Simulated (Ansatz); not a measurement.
Ansatz (a program for electronic structure) was given this input:
Ansatz 0.2 input:
```yaml
crystal:
  periodic: [false, false, false]
  atoms:
    - {symbol: B, position_ang: [0.69743449, 0.01758553, 0.01585591]}
    - {symbol: N, position_ang: [-0.54198802, -0.01075454, -0.01043728]}
    - {symbol: H, position_ang: [1.83680038, 0.04037551, 0.03791482]}
    - {symbol: H, position_ang: [-1.53005672, -0.05302143, -0.04413341]}
basis:
  gaussian:
    orbitals: def2-TZVP
magnetization: {spin_polarized: false}
correlation: {method: ccsd_t, diis_vectors: 4}
```

What does this run give for the number of basis functions, coupled-cluster correlation energy (without the perturbative part), total energy, MP2 correlation energy?


| Quantity | Result |
|---|---|
| number of basis functions | 74 |
| coupled-cluster correlation energy (without the perturbative part) | -0.3106 Eh |
| total energy | -80.6525 Eh |
| MP2 correlation energy | -0.2988 Eh |
